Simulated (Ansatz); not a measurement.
# Worked example: GeH3Cl + SiH2(NH)(NH2) → GeH2Cl + SiH2(NH2)2

Species: GeH3Cl (chlorogermane) `[Cl][GeH3]`, singlet; SiH2(NH)(NH2), doublet; GeH2Cl `[Cl][GeH2]`, doublet; SiH2(NH2)2, singlet. A radical takes H: the energy is the difference in strength between the Ge–H bond broken and the N–H bond made.

Shapes, held fixed at every level: PBE0-D4/def2-TZVP. Flexible molecules stand in one conformer, not always the lowest. Programs: Ansatz 0.2.0. The zero-point and thermal change to 298 K, harmonic and unscaled (PBE0-D4/def2-TZVP), is +12.8 kJ/mol.

At CCSD(T)/def2-TZVPP; 1 Eh = 2625.50 kJ/mol:

```
      species   energy (Eh)
       GeH3Cl  -2537.162724
SiH2(NH)(NH2)   -401.378933
       GeH2Cl  -2536.521267
   SiH2(NH2)2   -402.065067
```

Task: Work out ΔH(298 K) of the reaction at this level.

Result: 
1. Products less reactants: (-2536.521267) + (-402.065067) − [(-2537.162724) + (-401.378933)] = -0.044677 Eh = -117.3 kJ/mol.
2. With the thermal change: -117.3 + (+12.8) = -104.5 kJ/mol.

Other levels give -138.8 (SPW92/def2-TZVPP) to -65.4 kJ/mol (HF/def2-SVP). No measured value is set beside it here. Open shells run unrestricted. Relativity is left out for Ge. Outer-core shells of Ge are correlated in most correlated rows, in sets that cover them unevenly.
